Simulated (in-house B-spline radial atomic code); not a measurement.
Results of a calculation; reference values are marked as such.
# Two electrons in Si: a Gaussian well −V exp(−r²/w²) with V = 224 meV and w = 5.22 nm

For Si the NSM archive of the Ioffe Institute lists m_l = 0.98 m0, m_t = 0.19 m0 and ε = 11.7; the model takes one isotropic valley with the conductivity mass 3/(1/m_l + 2/m_t) = 0.26 m0, and so misses anisotropy and the other valleys. All triplets below are those of one valley; with several valleys two electrons can form a triplet in the 1s orbital itself, at an energy set by the valley splitting.

Effective-mass model with parabolic bands, a uniform dielectric constant, no image charges, no central-cell or spin-orbit terms. Two-electron levels come from full CI in B-splines with partial waves to l = 5 (up to 0.001 effective hartree above the limit).

(1) What are the effective units, and what is the potential in them?

In these units the lowest s and p orbitals lie at -2.5169 and -1.4607, and their Coulomb and exchange integrals are J_ss = 0.8309, J_sp = 0.6604 and K_sp = 0.1253. Full CI gives -4.2757 for the ground singlet, -3.4622 for the sp triplet, -3.2672 for the sp singlet and -2.7833 for the lowest triplet of two s orbitals.

(2) What does it cost to add the second electron, to first order and exactly?

(3) How far above the singlet do the triplets lie?

## Answers

(1) Ha* = 27211.386 meV × 0.26/11.7² = 51.68 meV and a* = 0.0529177 nm × 11.7/0.26 = 2.381 nm. V = 4.33 Ha* and w = 2.19 a*.

(2) To first order E = 2ε_s + J_ss = -4.2029, so the charging energy E(2) − 2E(1) is J_ss = 42.94 meV. CI gives -4.2757 − 2 × (-2.5169) = 0.7581, or 39.18 meV: relaxation and correlation lower it by 3.764 meV, 8.8 % of J_ss. The s² configuration of one-electron orbitals holds 97.1 % of the state, and the mean radius is 2.8 nm. The second electron is bound by ε_s − E = 90.9 meV, against 130.1 meV for the first.

(3) To first order the sp triplet lies at ε_s + ε_p + J_sp − K_sp = -3.4425, which is 39.3 meV above 2ε_s + J_ss. CI gives -3.4622 − (-4.2757) = 0.8136, or 42.05 meV, 77 % of the orbital spacing of 54.59 meV. The ss triplet lies 77.13 meV up, so the lower of the two is the sp one, and its gap equals k_BT at 488 K. The sp singlet-triplet splitting is 10.08 meV, against 2K_sp = 12.95 meV.
